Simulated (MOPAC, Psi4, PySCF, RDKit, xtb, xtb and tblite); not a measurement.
Two geometries of SMILES CC([SiH2]CCC)C (C6H16Si), relaxed at GFN2-xTB with one dihedral held; other torsions can differ between them too.

Structure A

```
23

C     -3.7612     0.2100     0.4673
C     -2.4265    -0.4380     0.1284
C     -1.2261     0.5127     0.1820
Si    -1.3296     1.9600     1.4154
C      0.3721     2.8268     1.4970
C      0.8216     3.3459     0.1336
C      0.3431     3.9720     2.5042
H     -3.9560     1.0537    -0.1904
H     -3.7662     0.5660     1.4929
H     -4.5682    -0.5104     0.3475
H     -2.2604    -1.2498     0.8420
H     -2.4869    -0.8912    -0.8641
H     -0.3239    -0.0724     0.3663
H     -1.0975     0.9543    -0.8103
H     -1.6555     1.4813     2.7681
H     -2.3334     2.9466     0.9926
H      1.1218     2.1053     1.8406
H      1.7893     3.8417     0.2102
H      0.9149     2.5329    -0.5829
H      0.1048     4.0663    -0.2560
H      1.3209     4.4469     2.5813
H      0.0593     3.6123     3.4903
H     -0.3771     4.7283     2.1997
```

Structure B

```
23

C      3.7982     0.1953     0.3988
C      2.4391    -0.4330     0.1216
C      1.2315     0.5140     0.2475
Si     1.5509     2.3310     0.7254
C     -0.1339     3.2150     0.9169
C     -0.9626     3.1707    -0.3642
C      0.0683     4.6631     1.3517
H      3.9901     1.0180    -0.2836
H      3.8498     0.5726     1.4156
H      4.5827    -0.5482     0.2694
H      2.3088    -1.2727     0.8082
H      2.4609    -0.8515    -0.8873
H      0.5344     0.0994     0.9787
H      0.6906     0.5139    -0.7006
H      2.2509     2.4428     2.0131
H      2.3236     3.0300    -0.3121
H     -0.7107     2.7132     1.7020
H     -1.9090     3.6943    -0.2287
H     -1.1835     2.1455    -0.6525
H     -0.4274     3.6496    -1.1820
H     -0.8893     5.1617     1.5004
H      0.6275     4.7134     2.2828
H      0.6220     5.2136     0.5942
```

Q: Which is lower in energy at the level PBE0-D3(BJ)/def2-SVP // GFN2-xTB (Psi4 1.11), and by how much?

A: A is lower, by 2.02 kcal/mol (dihedral C1–C2–C3–Si4: 30° in A, 0° in B).

E(B) − E(A) in kcal/mol at the other levels, on the same two geometries: GFN2-xTB (xtb and tblite) 1.99; MMFF94 // GFN2-xTB (RDKit) 2.57; PBE0/def2-SVP // GFN2-xTB (Psi4) 1.99; PBE/def2-SVP // GFN2-xTB (Psi4) 1.90; PBE-D3(BJ)/def2-SVP // GFN2-xTB (Psi4) 1.93; UFF // GFN2-xTB (RDKit) 2.91; PM7, restricted, heats of formation // GFN2-xTB (MOPAC) 0.95; AM1, restricted, heats of formation // GFN2-xTB (MOPAC) 1.53; GFN1-xTB // GFN2-xTB (xtb) 1.18; restricted B3LYP/6-31G*, spherical d, density fitting // GFN2-xTB (PySCF) 1.95; restricted Hartree-Fock/3-21G, density fitting // GFN2-xTB (PySCF) 2.08; restricted MP2 (frozen core)/3-21G // GFN2-xTB (PySCF) 2.08; restricted LDA (SVWN5)/6-31G*, spherical d, density fitting // GFN2-xTB (PySCF) 2.02.
